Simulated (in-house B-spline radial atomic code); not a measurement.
Values are calculated unless marked as measured or tabulated.
Correlation energy from the adiabatic connection: −V exp(−r²/w²), V = 8.15, w = 2.28

Two electrons in a singlet, external potential −V exp(−r²/w²), V = 8.15, w = 2.28 (atomic units). Full CI in B-splines (partial waves to l = 8, correlation up to 0.6 % small) with the density held fixed gives W(λ) = <V_ee>_λ − U, and E_c is the integral of W(λ) − W(0) from 0 to 1.

| λ | W(λ) − W(0) (hartree) |
| --- | --- |
| 0 | 0.00000 |
| 0.02 | -0.00196 |
| 0.05 | -0.00485 |
| 0.12 | -0.01145 |
| 0.25 | -0.02310 |
| 0.4 | -0.03566 |
| 0.6 | -0.05105 |
| 0.8 | -0.06506 |
| 1 | -0.07786 |

**Question.** Integrate the table by the trapezoid rule.

**Answer.** The strips give -0.00002, -0.00010, -0.00057, -0.00225, -0.00441, -0.00867, -0.01161, -0.01429, which sum to -0.04192 hartree. The direct value, W(1) − W(0) + T_c with T_c = 0.03585, is -0.04200; the curve is convex, so chords lie above it and the trapezoids fall short in size by 0.20 %.

**Question.** Now use only three numbers: W(0) = -0.93007, the initial slope W'(0) = -0.09832 (extrapolated from the first points) and the strong-coupling limit of the point-charge-plus-continuum model, W∞ = -1.2803. What do second-order theory and the interpolation W(λ) = W∞ + (W(0) − W∞)/√(1 + 2χλ) of Seidl, Perdew and Levy give?

**Answer.** Second order keeps the slope alone: E_c = W'(0)/2 = -0.04916, +17 % in size against -0.04200. Matching the slope fixes χ = W'(0)/(W∞ − W(0)) = -0.09832/(-0.35023) = 0.28073. Integrating, with s = √(1 + 2χ) = 1.249584, E_c = −(W(0) − W∞)(s − 1)/(s + 1) = −0.35023 × 0.249584/2.249584 = -0.03886 hartree, -7.5 % in size against the full result. At λ = 1 the formula gives W − W(0) = -0.06995 against -0.07786. Part of the miss can come from the model's W∞.
